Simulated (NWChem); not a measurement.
System: CdH2Se2; SMILES [SeH][Cd][SeH]

Input file for NWChem:

```
start job
memory heap 200 mb stack 900 mb global 1100 mb
geometry units angstroms noautoz
  Cd     0.000000     0.000000    -0.254319
  Se     2.425235    -0.423646    -0.261928
  H      2.641972     0.597606     0.776252
  Se    -2.425235     0.423646    -0.261928
  H     -2.641972    -0.597606     0.776252
end
basis spherical
  Cd library def2-svp
  Se library def2-svp
  H library def2-svp
end
ecp
  Cd library def2-ecp
end
dft
  xc hcth407
  iterations 150
  mulliken
end
task dft energy
```

Coordinates come from a PBE0/def2-SVP optimisation. def2 effective core potentials on Cd; no spin-orbit coupling.

Predict the main results of this run. (HCTH/407/def2-SVP with def2 effective core potentials on Cd.) Quantities: energy (Ha); highest occupied level (eV); orbital gap (eV); dipole (D).


```
Property                        Value
---------------------------  --------
energy (Ha)                  -4974.65
highest occupied level (eV)     -5.83
orbital gap (eV)                 3.56
dipole (D)                       0.71
```
